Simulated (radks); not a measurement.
Problem. Valence configurations of W II (all share [Xe]). All-electron calculation, scalar-relativistic Kohn-Sham, r2SCAN, spin-polarised, spherical densities, finite nucleus; open shells are filled with parallel spins first (spin-orbit coupling, left out, can overturn this in heavy ions); meta-GGA in the generalised Kohn-Sham scheme; Fermi nuclear charge, rms radius 5.3658 fm. Program: a radial shooting solver on a logarithmic mesh with Libxc functionals. Order these by energy: 4f14 5d3 6s2; 4f14 5d3 6s1 6p1; 4f14 5d2 6s1 6p2; 4f13.5 5d4 6s1 6p0.5; 4f14 5d4 6p1; 4f14 5d2.5 6s1 6p1.5; 4f12 5d4 6s1 6p2; 4f13 5d5 6s1; 4f12 5d3 6s2 6p2; 4f14 5d4 6s1.

Solution. From the lowest, in eV above it: 4f14 5d4 6s1 0.000; 4f14 5d3 6s2 2.874; 4f14 5d4 6p1 6.117; 4f14 5d3 6s1 6p1 6.554; 4f14 5d2.5 6s1 6p1.5 10.322; 4f14 5d2 6s1 6p2 14.435; 4f13.5 5d4 6s1 6p0.5 18.029; 4f13 5d5 6s1 30.728; 4f12 5d4 6s1 6p2 89.403; 4f12 5d3 6s2 6p2 98.950. NIST lists [Xe] 4f14 5d4 6s1 as the ground configuration; this level of theory agrees among the configurations tried. The energies are those of spherical high-spin densities, not of single terms.
